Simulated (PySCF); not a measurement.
## Telling isomers of C₉H₁₂ apart by NMR

A single conformation, non-relativistic Hamiltonian, fast rotation and ring inversion assumed for equivalent nuclei, gas phase. PBE0-D3(BJ)/def2-SVP structure; shieldings: GIAO PBE0/pcSseg-1; PySCF.

Chemical shifts δ = σref − σ; 1H (σref 31.27), 13C (σref 184.41) vs TMS, all at this level. Where no couplings were computed, multiplicities follow the n + 1 count of equivalent neighbours, and m marks all less simple cases (inequivalent or close neighbours, rings, F or P nearby). Shifts are as computed. Against solution values, carbons near 30 ppm lie about +2 ppm off and those near 130 ppm about +5 ppm. Of 1211 compounds with measured shifts, 218 miss one by over three times the rms of a fit or turn the order of signals round; such compounds aren't used in these exercises.

(1) Tabulate the signals of `C=CC(C=C)(C=C)C=C`, `C=CCC1=CCC=CC1` and their relative energies.

(2) What is the quickest way to tell C=CC(C=C)(C=C)C=C from C=CCC1=CCC=CC1?

## Answers

(1) 
```tsv
SMILES	carbon types	δC	δH	E rel. (kcal/mol)
C=CC(C=C)(C=C)C=C	1×C 4×CH 4×CH2	151.2, 123.3, 57.8	5.89 (m, 4H), 5.49 (m, 4H), 5.43 (m, 4H)	36.4
C=CCC1=CCC=CC1	1×C 4×CH 4×CH2	148.2, 140.4, 132.6, 131.4, 128.1, 124.3, 48.4, 30.9, 30.8	5.84 (m, 1H), 5.80 (m, 1H), 5.78 (m, 1H), 5.66 (t, 1H), 5.35 (m, 1H), 5.30 (m, 1H), 2.83 (m, 2H), 2.65 (d, 2H), 2.58 (m, 2H)	0.0
```

Energies are electronic energies at PBE0/pcSseg-1 on these geometries, without zero-point or thermal terms, each for the one conformer computed, which needn't be the lowest.

(2) Count the carbon signals: 3 against 9. The first has an allylic quaternary sp3 carbon (C) at 57.8 ppm, the second a fully substituted alkene carbon (C) at 140.4 ppm. Their most deshielded carbons lie at 151.2 and 148.2 ppm.
